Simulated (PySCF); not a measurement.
C₅H₄F₂, SMILES FC(=C=C)/C=C\F.

The structure is a stationary point at PBE0-D3(BJ)/def2-SVP. The structure was generated by enumeration; whether it is a known compound was not checked. The values are those of a single conformer.

Two levels are set side by side: PBE/def2-TZVP (PySCF) and B3LYP/def2-TZVP (PySCF). Same geometry, gas phase. Differences are taken from unrounded values.

```json
[
 {"quantity": "orbital gap (eV)", "PBE": "3.68"},
 {"quantity": "highest occupied level (eV)", "PBE": "-5.54"},
 {"quantity": "lowest empty level (eV)", "PBE": "-1.86"},
 {"quantity": "dipole moment (D)", "PBE": "1.19"},
 {"quantity": "mean polarisability (bohr³)", "PBE": "66.2"}
]
```

Problem. These are the PBE values. What does B3LYP give? (An estimate is asked for; the answer gives what the named calculation found.)

Solution. 
| quantity | B3LYP | PBE minus B3LYP |
|---|---|---|
| orbital gap (eV) | 5.25 | -1.58 |
| highest occupied level (eV) | -6.46 | 0.92 |
| lowest empty level (eV) | -1.20 | -0.65 |
| dipole moment (D) | 1.25 | -0.06 |
| mean polarisability (bohr³) | 64.9 | 1.3 |

Without exact exchange PBE keeps part of each electron's self-repulsion, which lifts occupied levels and narrows the gap. Differences between two approximate levels are no errors against the true value.

Rough cost on one machine, each run with all the roots and properties that it gave: B3LYP against PBE within a factor of 2.
